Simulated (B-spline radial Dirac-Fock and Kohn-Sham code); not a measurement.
K-line shifts caused by a second vacancy in Nd¹²⁺

System: Nd¹²⁺ in the configuration 1s2 2s2 2p6 3s2 3p6 3d10 4s2 4p6 4d10 5s2.

Input of the calculation (task.json; shells as n, l, electrons):

```json
{"items": [{
  "Z": 60,
  "q": 12,
  "cfg": [[1, 0, 2], [2, 0, 2], [2, 1, 6], [3, 0, 2], [3, 1, 6], [3, 2, 10], [4, 0, 2], [4, 1, 6], [4, 2, 10], [5, 0, 2]],
  "A": 142,
  "rrms": 4.9123,
  "do": ["binding", "quiet", "double"]
}]}
```

Run with: `python xray_run.py task.json out`

Level of theory: multi-electron Dirac-Fock with separately optimised hole states, Breit and Lamb-shift corrections added in first order; an atomic code on a B-spline grid. Each two-hole energy is an average over J within one jj subconfiguration, not an observable level; in light atoms, where LS coupling holds, the j-resolved values are not observed lines, and for a K spectator the Kα1 hypersatellite is nearly forbidden. The model has no electron correlation.

Lines without a spectator: Kα2 (K-L2) 36844.3 eV, Kα1 (K-L3) 37358.0 eV, Kβ3 (K-M2) 42159.9 eV, Kβ1 (K-M3) 42264.5 eV. Shifts in eV with one spectator hole (a dash: not computed, or left out as unreliable):

```
spectator hole    Kα2     Kα1     Kβ3     Kβ1
    L2 (2p1/2)  +85.5  +110.5       –  +225.3
    L3 (2p3/2)  +75.9   +78.6  +188.0       –
    M2 (3p1/2)      –  +14.90   +32.2   +38.5
    M3 (3p3/2)  +9.77       –   +30.7   +30.5
    M4 (3d3/2)  +2.59   -0.65       –       –
    M5 (3d5/2)  -1.57   +1.16       –       –
```

Task: Where does the K-L3 hypersatellite lie, emitted when both K electrons are missing?

Result: +763.7 eV from the normal line, at 38121.7 eV. Removing both K electrons costs 88657.8 eV, which is 1041.0 eV more than twice the K binding energy.

With n spectator holes in 2p, averaged over the 2p shell (energies in eV):

```
n     KαLⁿ   step  hypersatellite KαʰLⁿ
0  37186.7      –               37938.8
1  37273.6  +86.9               38027.4
2  37361.9  +88.3               38117.5
3  37451.7  +89.7               38208.9
4  37542.9  +91.2               38301.8
5  37635.5  +92.6               38396.1
```
